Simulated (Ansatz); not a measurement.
Species: SiF3, net charge -1, singlet state. It need not be the lowest isomer of its formula. Whether it binds its extra electron was not tested at this geometry. 
Geometry from a B3LYP-D3(BJ)/def2-TZVP (Ansatz, a program for electronic structure) optimisation:
SMILES: F[Si-](F)F
```xyz
4

Si     0.1073    -0.1624     0.5279
F     -0.3705     1.4178     0.2004
F      1.3040    -0.2484    -0.6523
F     -1.1003    -0.9168    -0.3694
```
Charge -1, spin multiplicity 1.

Basis-set convergence of Hartree-Fock and CCSD correlation energies (hartree) with Ansatz. Valence correlation only, unless marked. No spin-orbit coupling. No relativistic terms. This anion needs diffuse functions, which these sets lack.

| basis | functions | E(HF) | E(corr, CCSD) |
|---|---|---|---|
| cc-pV(D+d)Z | 65 | -587.44593 | -0.66320 |
| cc-pV(T+d)Z | 129 | [?] | [?] |

Q: Complete the blanks.

A: 
- cc-pV(T+d)Z, E(HF): -587.57944
- cc-pV(T+d)Z, E(corr, CCSD): -0.88161
